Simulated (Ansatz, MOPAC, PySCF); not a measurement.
Molecule: PbCl, charge 1, multiplicity 1. SMILES: [Cl][Pb+]
Coordinates optimised at B3LYP-D3(BJ)/def2-TZVP (Ansatz, a program for electronic structure):
```xyz
2

Pb     0.0000     0.0000    -0.4075
Cl     0.0000     0.0000     1.9654
```
Charge +1, spin multiplicity 1.

Unscaled harmonic wavenumbers (cm⁻¹) in rising order, each level at the stationary point that it reaches from this structure (no distance between atoms moves by over 0.3 Å); the order of modes can differ between levels, and a negative number is imaginary. B3LYP-D3(BJ)/def2-TZVP (PySCF, at the structure above): 373.

PM3 (MOPAC): 286. Zero-point energy 0.4 against 0.5 kcal/mol.

PM6 (MOPAC): 248. Zero-point energy 0.4 against 0.5 kcal/mol.

HF/6-31G* with LANL2DZ past Ar (Ansatz): 365. Zero-point energy 0.5 against 0.5 kcal/mol.
